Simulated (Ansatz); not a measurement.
A calculation with Ansatz (development build ahead of 0.2.0).

```yaml
crystal:
  periodic: [false, false, false]
  atoms:
    - { symbol: Ti, position_ang: [0.0, 0.0, 0.0] }
    - { symbol: Br, position_ang: [0.0, 0.0, 2.5] }
basis:
  gaussian: { orbitals: pcseg-2 }
magnetization:
  spin_polarized: true
  initial_magnetization: 3
hamiltonian:
  xc: pbe0
```

The input is written out in the form of the current development build from the run's settings.

Results

```
Converged                       : yes
Total energy                    : -3423.16880 hartree
Spin squared of the determinant : 3.757
Stability test                  : minimum
```

Caution: other spin multiplicities were not run.
